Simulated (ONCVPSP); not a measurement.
## lead (Pb): ONCV pseudisation with LDA (Perdew-Wang 92), scalar-relativistic reference atom.

```json
{
 "Element": "lead (Pb)",
 "Generator": "ONCVPSP 4.0.1",
 "Type": "optimised norm-conserving Vanderbilt (ONCV)",
 "Functional": "LDA (Perdew-Wang 92)",
 "Relativity": "scalar-relativistic",
 "Frozen core": "[Xe] 4f14 5d10",
 "Valence charge": "4",
 "Reference configuration": "6s2 6p2",
 "Partial waves": "6s: rc 2.00 bohr, ncon 4, nbas 8, qcut 2.5 1/bohr, 2 projectors, debl 0.6 Ha; 6p: rc 2.20 bohr, ncon 4, nbas 7, qcut 4.1 1/bohr, 2 projectors, debl 1.7 Ha",
 "Local potential": "polynomial inside 1.60 bohr (lpopt 4, dvloc0 4 Ha)",
 "Core correction": "Teter function, fcfact 3.25, rcfact 1.5"
}
```

All-electron outer shells of the reference configuration (LDA (PZ), scalar-relativistic, ld1.x):

```csv
shell,level (eV),outermost node (bohr),outermost maximum (bohr)
5p,-85.96,0.49,0.88
5d,-21.29,0.52,1.07
6s,-12.32,1.01,1.95
6p,-3.71,1.18,2.63
```

(1) Estimate the cutoffs (Ha) at which the residual kinetic energy of the hardest occupied pseudo-wave falls to 1 and 0.1 mHa per electron.

(2) Does the potential have ghost states?

(3) Which valence shell sets the plane-wave cutoff?

(4) Tests: 6s2 6p1; 6s2 6p0; 6s1 6p0; 6s1 6p2. Which has the largest error in its energy relative to the reference configuration, and how large is it?

Answers

(1) 35 Ha and 43 Ha.

(2) No bound ghost flagged; GHOST(+) flagged for s at 94.7 eV.

(3) 6s: 35 Ha for 1 mHa per electron, against 5 Ha for 6p.

(4) 6s1 6p0, with -656 meV (all-electron minus pseudo) on +53.46 eV.
